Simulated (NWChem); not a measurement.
All runs are NWChem calculations. System: C$_{2}$H$_{4}$F, charge 0, spin multiplicity 2, at a geometry optimised with UB3LYP/def2-SVP. The structure started from a generated list of species. Its SCF solution wasn't tested for a lower state. Level: UHF/def2-TZVP.

The NWChem input:

```
start mol
memory heap 200 mb stack 900 mb global 1100 mb
geometry units angstroms nocenter noautoz noautosym
  C     -1.156363     0.171525    -0.299486
  C      0.306982     0.380215    -0.208162
  F      0.996939    -0.558145     0.464987
  H     -1.607916     0.926977    -0.960356
  H     -1.655878     0.245973     0.689599
  H     -1.389540    -0.829645    -0.701180
  H      0.777163     1.369559    -0.167058
end
basis spherical
  * library def2-tzvp
end
scf
  uhf
  nopen 1
  maxiter 100
  thresh 1e-7
  semidirect memsize 60000000 filesize 0
  # guess.movecs holds the orbitals of an unrestricted PBE0 run
  vectors input guess.movecs output mol.movecs
end
task scf energy
```

Output (cleaned and shortened):

```
             Northwest Computational Chemistry Package (NWChem) 7.3.0
             --------------------------------------------------------

                                NWChem Input Module
                                -------------------

 Scaling coordinates for geometry "geometry" by  1.889725989
 (inverse scale =  0.529177249)

                             Geometry "geometry" -> ""
                             -------------------------

 Output coordinates in angstroms (scale by  1.889725989 to convert to a.u.)

  No.       Tag          Charge          X              Y              Z
 ---- ---------------- ---------- -------------- -------------- --------------
    1 C                    6.0000    -1.15636300     0.17152500    -0.29948600
    2 C                    6.0000     0.30698200     0.38021500    -0.20816200
    3 F                    9.0000     0.99693900    -0.55814500     0.46498700
    4 H                    1.0000    -1.60791600     0.92697700    -0.96035600
    5 H                    1.0000    -1.65587800     0.24597300     0.68959900
    6 H                    1.0000    -1.38954000    -0.82964500    -0.70118000
    7 H                    1.0000     0.77716300     1.36955900    -0.16705800

 Effective nuclear repulsion energy (a.u.)      72.0904298344

            Nuclear Dipole moment (a.u.)
            ----------------------------
        X                 Y               Z
 ---------------- ---------------- ----------------
    -0.0000113384    -0.0000018897    -0.0000000000


 Summary of "ao basis" -> "" (spherical)
 ------------------------------------------------------------------------------
       Tag                 Description            Shells   Functions and Types
 ---------------- ------------------------------  ------  ---------------------
 *                         def2-tzvp                  on all atoms

 Summary of "ao basis" -> "ao basis" (spherical)
 ------------------------------------------------------------------------------
       Tag                 Description            Shells   Functions and Types
 ---------------- ------------------------------  ------  ---------------------
[...]
          67.819490399103          39.269994978246         -47.453456971683
          39.269994978246         182.363053174806          24.250704108390
         -47.453456971683          24.250704108390         196.028594075046

  Mulliken analysis of the total density
  --------------------------------------

    Atom       Charge   Shell Charges
 -----------   ------   -------------------------------------------------------
    1 C    6     6.28   0.85  1.12  0.47  0.68  0.04  1.25  1.41  0.36  0.02  0.05  0.00
    2 C    6     5.89   0.85  1.12  0.50  0.62  0.13  1.15  1.17  0.19  0.03  0.10  0.02
    3 F    9     9.28   0.77  1.20  0.59  1.01  0.35  2.24  2.27  0.84  0.00  0.02  0.00
    4 H    1     0.89   0.26  0.49  0.11  0.02
    5 H    1     0.89   0.26  0.49  0.12  0.02
    6 H    1     0.88   0.26  0.49  0.11  0.02
    7 H    1     0.89   0.26  0.49  0.11  0.02

  Mulliken analysis of the alpha density
  --------------------------------------

    Atom       Charge   Shell Charges
 -----------   ------   -------------------------------------------------------
    1 C    6     3.07   0.43  0.56  0.23  0.33  0.02  0.61  0.67  0.17  0.01  0.03  0.00
    2 C    6     3.49   0.43  0.56  0.27  0.35  0.08  0.77  0.81  0.15  0.02  0.05  0.01
    3 F    9     4.65   0.39  0.60  0.30  0.51  0.17  1.14  1.14  0.40  0.00  0.01  0.00
    4 H    1     0.45   0.13  0.25  0.06  0.01
    5 H    1     0.48   0.14  0.26  0.07  0.01
    6 H    1     0.45   0.13  0.25  0.06  0.01
    7 H    1     0.41   0.12  0.22  0.05  0.01

   Mulliken analysis of the beta density
   -------------------------------------

    Atom       Charge   Shell Charges
 -----------   ------   -------------------------------------------------------
    1 C    6     3.21   0.43  0.56  0.24  0.35  0.02  0.64  0.74  0.19  0.01  0.02  0.00
    2 C    6     2.40   0.43  0.56  0.22  0.27  0.05  0.39  0.36  0.04  0.02  0.05  0.01
    3 F    9     4.64   0.39  0.60  0.30  0.50  0.17  1.10  1.13  0.44  0.00  0.01  0.00
    4 H    1     0.44   0.13  0.24  0.06  0.01
    5 H    1     0.41   0.12  0.23  0.05  0.01
    6 H    1     0.43   0.13  0.24  0.05  0.01
    7 H    1     0.48   0.14  0.27  0.07  0.01

   Mulliken analysis of the spin density
   -------------------------------------

    Atom       Charge   Shell Charges
 -----------   ------   -------------------------------------------------------
    1 C    6    -0.14  -0.00  0.00 -0.01 -0.02 -0.00 -0.03 -0.07 -0.03  0.00  0.02  0.00
    2 C    6     1.10   0.00 -0.00  0.05  0.07  0.03  0.38  0.44  0.12 -0.00  0.00 -0.00
    3 F    9     0.01   0.00 -0.00  0.00  0.00 -0.00  0.04  0.01 -0.04  0.00  0.00  0.00
    4 H    1     0.01   0.00  0.00  0.00 -0.00
    5 H    1     0.07   0.02  0.04  0.02 -0.00
    6 H    1     0.03   0.01  0.02  0.00 -0.00
    7 H    1    -0.07  -0.01 -0.04 -0.02  0.00

       Multipole analysis of the density wrt the origin
       ------------------------------------------------

     L   x y z        total         alpha         beta         nuclear
     -   - - -        -----         -----         ----         -------
     0   0 0 0     -0.000000    -13.000000    -12.000000     25.000000

     1   1 0 0     -0.502518     -0.531647      0.029141     -0.000011
     1   0 1 0      0.487277     -0.020615      0.507893     -0.000002
     1   0 0 1     -0.197932      0.232622     -0.430554     -0.000000

     2   2 0 0    -13.928097    -53.231115    -51.386288     90.689306
     2   1 1 0      0.888235      9.595418      9.784829    -18.492012
     2   1 0 1     -0.168984    -12.271843    -13.299245     25.402104
     2   0 2 0    -13.096694    -20.176139    -19.101564     26.181008
     2   0 1 1      0.233823      6.417827      6.266640    -12.450644
     2   0 0 2    -14.013272    -16.521707    -14.137896     16.646331

 Task  times  cpu:        6.1s     wall:        6.1s

 Total times  cpu:        6.2s     wall:        6.2s
```
